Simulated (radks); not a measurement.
Coulomb parameter of the 3d shell of the vanadium ion V3+ in the model configuration [Ar] 3d0.5 4p1.5, as a second difference U = [E(n + 0.5) + E(n - 0.5) - 2 E(n)] / (0.5)^2 with all orbitals relaxed. "Bare": the charge of the atom changes with n. "Screened": the 4p shell takes up the change at fixed total charge, which measures U(3d,3d) + U(4p,4p) - 2 U(3d,4p). Calculated with a radial shooting solver on a logarithmic mesh with Libxc functionals: scalar-relativistic Kohn-Sham, PBEsol, spin-unpolarised, spherical densities, point nucleus.

case	configuration	E - E(n) (eV)
start	[Ar] 3d0.5 4p1.5	0.000
bare +0.5	[Ar] 3d1 4p1.5	-22.031
bare -0.5	[Ar] 4p1.5	26.655
screened +0.5	[Ar] 3d1 4p1	-10.626
screened -0.5	[Ar] 4p2	12.013

U(bare) = 18.495 eV, U(screened by 4p) = 5.547 eV, against the Slater integral F0(3d,3d) = 23.312 eV with frozen orbitals.
